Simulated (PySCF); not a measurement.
Compound: C6H10Cl2.
Geometry (GFN2-xTB, Å), atoms numbered from 1 in this order:
```
atom  x, y, z in Å
Cl1   -0.9951   -2.1350   -1.0112
C2    -0.8331   -1.1458    0.4793
C3     0.6373   -1.0372    0.8611
C4     1.4219   -0.2190   -0.1637
C5     0.7909    1.1564   -0.3185
Cl6    1.7161    2.1074   -1.5249
C7    -0.6573    1.0378   -0.7687
C8    -1.4536    0.2264    0.2523
H9    -1.3876   -1.6930    1.2465
H10    1.0732   -2.0335    0.9453
H11    0.6966   -0.5565    1.8409
H12    1.4067   -0.7319   -1.1268
H13    2.4603   -0.1231    0.1563
H14    0.8590    1.7195    0.6171
H15   -1.0995    2.0288   -0.8799
H16   -0.6921    0.5368   -1.7374
H17   -2.4834    0.1166   -0.0902
H18   -1.4690    0.7516    1.2108
```

Computed with PBE0/def2-SVPD in PySCF (dipole) on a GFN2-xTB geometry, gas phase.

Take the most abundant isotopes and a rigid rotor. The values belong to one conformer with, in the numbering `[Cl:1][C@H:2]1[CH2:3][CH2:4][C@@H:5]([Cl:6])[CH2:7][CH2:8]1`, Cl1–C2–C3–C4 67°, C2–C3–C4–C5 56°, C3–C4–C5–Cl6 180°, C4–C5–C7–C8 59°.

**Question.** Give the principal moments of inertia and the rotational constants in MHz.

**Answer.** Ia = 189.50, Ib = 627.00, Ic = 639.10 u·Å²; 505379 MHz·u·Å²/I gives A = 2667, B = 806.0, C = 790.8 MHz.

**Question.** Classify the top.

**Answer.** A near-prolate asymmetric top. Ray's parameter κ = (2B − A − C)/(A − C) = -0.984; −1 is the prolate and +1 the oblate limit.

**Question.** Is it planar, by Δ = Ic − Ia − Ib?

**Answer.** Not planar: Δ = Ic − Ia − Ib = -177.40 u·Å². For a rigid frame Δ = −2 Σ m c², so Σ m c² = 88.70 u·Å² lies off the ab plane: 15.71 from hydrogen and 72.99 from heavier atoms. The atom farthest from that plane is 2.06 Å away.

**Question.** Which lines would a microwave search look for?

**Answer.** The dipole components are |μa| = 1.21 D, |μb| = 0.00 D, |μc| = 2.86 D; the mirror of this Cs structure is the ac plane, so μb vanishes by symmetry (the 0.01 D computed is a residue) and there are no b-type lines. The squared components, which scale the intensities, stand as 0.18 : 1.00 (a : c). Some of the stronger lines:

```tsv
type	branch	J(Ka,Kc)	MHz	lower level (cm⁻¹)
c	Q	4(1,4) ← 4(0,4)	1793	0.533
c	Q	2(1,2) ← 2(0,2)	1846	0.160
c	Q	1(1,1) ← 1(0,1)	1861	0.053
a	R	2(1,2) ← 1(1,1)	3178	0.115
c	R	1(1,0) ← 0(0,0)	3473	0.000
a	R	3(2,2) ← 2(2,1)	4790	0.409
c	R	2(1,1) ← 1(0,1)	5085	0.053
c	Q	4(2,3) ← 4(1,3)	5530	0.597
a	R	4(2,2) ← 3(2,1)	6388	0.569
c	R	3(1,2) ← 2(0,2)	6705	0.160
a	R	5(2,4) ← 4(2,3)	7984	0.782
c	Q	4(3,2) ← 4(2,2)	9342	0.782
c	Q	5(4,2) ← 5(3,2)	13080	1.360
c	R	4(3,1) ← 3(2,1)	15730	0.569
c	R	4(3,2) ← 3(2,2)	15730	0.569
c	Q	5(5,1) ← 5(4,1)	16817	1.796
c	R	5(3,2) ← 4(2,2)	17326	0.782
c	R	5(4,1) ← 4(3,1)	21064	1.094
c	R	5(5,1) ← 4(4,1)	24801	1.530
```

**Question.** Estimate the classical rotational partition function at 10 K, 50 K and 298.15 K.

**Answer.** Point group Cs, symmetry number σ = 1; q = (√π/σ)·√((kT/h)³/(ABC)), k/h = 20836.6 MHz/K: 4090 at 10 K, 45700 at 50 K, 666000 at 298.15 K.

No GFN2-xTB frequencies stand behind this structure, so it isn't proved a minimum. No vibrational averaging or centrifugal distortion is included, and the geometry carries the error of its method. Quadrupole hyperfine structure (35Cl) is left out.

Hardware: one thread of an AMD EPYC 9R45 (shared host). Cost: 32 s wall, 0.99 GiB resident at most. This is the PBE0/def2-SVPD job that gave the dipole, with the excitations it also computed.
